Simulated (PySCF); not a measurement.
**C32H48Si8: Orbital levels and atomic charges**

System: C32H48Si8 (annulene and dehydroannulene), SMILES C[Si]1(C)C#C[Si](C)(C)C#C[Si](C)(C)C#C[Si](C)(C)C#C[Si](C)(C)C#C[Si](C)(C)C#C[Si](C)(C)C#C[Si](C)(C)C#C1.

Cartesian coordinates (Å):
```
  1 C     0.7105    3.0527    5.3227
  2 Si    1.6519    3.5970    3.7584
  3 C     3.0328    4.8419    4.1771
  4 C     0.4676    4.3315    2.5287
  5 C    -0.2878    4.7390    1.6751
  6 Si   -1.4719    5.2418    0.3344
  7 C    -0.5214    6.0563   -1.1013
  8 C    -2.7976    6.4146    1.0399
  9 C    -2.2701    3.6498   -0.1934
 10 C    -2.7599    2.5728   -0.4498
 11 Si   -3.4635    0.8712   -0.7056
 12 C    -5.3591    0.9498   -0.5007
 13 C    -2.9771    0.1692   -2.4051
 14 C    -2.7125   -0.1469    0.6544
 15 C    -2.1941   -0.7749    1.5496
 16 Si   -1.3612   -1.7786    2.8724
 17 C    -2.6616   -2.4513    4.0979
 18 C    -0.0425   -0.7336    3.7607
 19 C    -0.5985   -3.2052    1.9542
 20 C    -0.1577   -4.1065    1.2765
 21 Si    0.4350   -5.4376    0.1245
 22 C     2.3106   -5.7200    0.3003
 23 C    -0.5410   -7.0399    0.4586
 24 C     0.0429   -4.7846   -1.5702
 25 C    -0.2325   -4.2854   -2.6379
 26 Si   -0.6173   -3.3988   -4.2244
 27 C     0.3091   -4.2168   -5.6749
 28 C    -2.4989   -3.3882   -4.5199
 29 C     0.0405   -1.6817   -3.9597
 30 C     0.5226   -0.5986   -3.7147
 31 Si    1.3468    0.9966   -3.2317
 32 C     0.0775    2.3924   -2.9924
 33 C     2.6392    1.4512   -4.5599
 34 C     2.1901    0.6067   -1.6239
 35 C     2.7156    0.3112   -0.5747
 36 Si    3.4786   -0.0924    1.0701
 37 C     5.3791    0.0503    0.9629
 38 C     2.9426   -1.8276    1.6374
 39 C     2.8373    1.2304    2.2098
 40 C     2.3878    2.1405    2.8699
 41 H    -0.1208    2.4047    5.0620
 42 H     0.3064    3.9085    5.8568
 43 H     1.3553    2.5080    6.0073
 44 H     3.5500    5.1579    3.2760
 45 H     2.6342    5.7305    4.6587
 46 H     3.7705    4.4043    4.8441
 47 H    -0.0818    7.0030   -0.7988
 48 H     0.2850    5.4136   -1.4408
 49 H    -1.1726    6.2500   -1.9492
 50 H    -3.5404    6.6683    0.2889
 51 H    -3.3163    5.9498    1.8729
 52 H    -2.3594    7.3413    1.3998
 53 H    -5.6306    1.3731    0.4617
 54 H    -5.8179    1.5646   -1.2702
 55 H    -5.8020   -0.0405   -0.5611
 56 H    -3.1392    0.8949   -3.1970
 57 H    -1.9293   -0.1149   -2.4255
 58 H    -3.5612   -0.7147   -2.6446
 59 H    -3.1930   -1.6428    4.5930
 60 H    -3.3988   -3.0634    3.5864
 61 H    -2.2016   -3.0649    4.8679
 62 H    -0.4979   -0.0437    4.4657
 63 H     0.6516   -1.3597    4.3144
 64 H     0.5325   -0.1457    3.0513
 65 H     2.8595   -4.8223    0.0319
 66 H     2.5799   -5.9829    1.3198
 67 H     2.6488   -6.5216   -0.3510
 68 H    -1.6071   -6.8722    0.3375
 69 H    -0.2491   -7.8306   -0.2271
 70 H    -0.3763   -7.3998    1.4706
 71 H    -0.0178   -5.2414   -5.8291
 72 H     0.1501   -3.6737   -6.6023
 73 H     1.3779   -4.2374   -5.4844
 74 H    -2.8757   -4.3910   -4.7026
 75 H    -3.0197   -2.9953   -3.6520
 76 H    -2.7649   -2.7725   -5.3748
 77 H    -0.4891    2.2536   -2.0766
 78 H    -0.6284    2.4326   -3.8171
 79 H     0.5674    3.3599   -2.9307
 80 H     3.2041    2.3339   -4.2732
 81 H     2.1690    1.6564   -5.5177
 82 H     3.3481    0.6422   -4.7086
 83 H     5.8493   -0.1554    1.9207
 84 H     5.6779    1.0488    0.6576
 85 H     5.7854   -0.6502    0.2384
 86 H     1.8857   -1.9911    1.4485
 87 H     3.4933   -2.5995    1.1071
 88 H     3.1170   -1.9710    2.7001
```

Method: CAM-B3LYP/6-31G*, gas phase, PySCF, fitting set def2-universal-JFIT up to Ne and JKFIT beyond, grid level 1.

Q: Give the orbital energies near the gap.

A: 
| orbital | eV |
| --- | --- |
| HOMO-4 | -8.56 |
| HOMO-3 | -8.50 |
| HOMO-2 | -8.49 |
| HOMO-1 | -8.45 |
| HOMO | -8.39 |
| LUMO | 0.70 |
| LUMO+1 | 0.71 |
| LUMO+2 | 0.80 |
| LUMO+3 | 0.91 |

Q: Give the partial charges of the non-hydrogen atoms.

A: 
| atom | Mulliken | IAO | Hirshfeld |
| --- | --- | --- | --- |
| C1 | -0.67 | -0.69 | -0.19 |
| Si2 | 0.48 | 1.10 | 0.41 |
| C3 | -0.67 | -0.70 | -0.19 |
| C4 | -0.10 | -0.31 | -0.14 |
| C5 | -0.10 | -0.31 | -0.14 |
| Si6 | 0.48 | 1.10 | 0.41 |
| C7 | -0.67 | -0.69 | -0.19 |
| C8 | -0.67 | -0.70 | -0.19 |
| C9 | -0.11 | -0.31 | -0.14 |
| C10 | -0.11 | -0.31 | -0.14 |
| Si11 | 0.49 | 1.10 | 0.41 |
| C12 | -0.67 | -0.70 | -0.19 |
| C13 | -0.69 | -0.69 | -0.19 |
| C14 | -0.10 | -0.31 | -0.14 |
| C15 | -0.10 | -0.31 | -0.14 |
| Si16 | 0.49 | 1.10 | 0.41 |
| C17 | -0.67 | -0.70 | -0.19 |
| C18 | -0.69 | -0.69 | -0.19 |
| C19 | -0.11 | -0.31 | -0.14 |
| C20 | -0.11 | -0.31 | -0.14 |
| Si21 | 0.48 | 1.10 | 0.41 |
| C22 | -0.67 | -0.69 | -0.19 |
| C23 | -0.67 | -0.70 | -0.19 |
| C24 | -0.10 | -0.31 | -0.14 |
| C25 | -0.10 | -0.31 | -0.14 |
| Si26 | 0.48 | 1.10 | 0.41 |
| C27 | -0.67 | -0.70 | -0.19 |
| C28 | -0.67 | -0.69 | -0.19 |
| C29 | -0.11 | -0.31 | -0.14 |
| C30 | -0.11 | -0.31 | -0.14 |
| Si31 | 0.49 | 1.10 | 0.41 |
| C32 | -0.69 | -0.69 | -0.19 |
| C33 | -0.67 | -0.70 | -0.19 |
| C34 | -0.10 | -0.31 | -0.14 |
| C35 | -0.10 | -0.31 | -0.14 |
| Si36 | 0.49 | 1.10 | 0.41 |
| C37 | -0.67 | -0.70 | -0.19 |
| C38 | -0.69 | -0.69 | -0.19 |
| C39 | -0.11 | -0.31 | -0.14 |
| C40 | -0.11 | -0.31 | -0.14 |
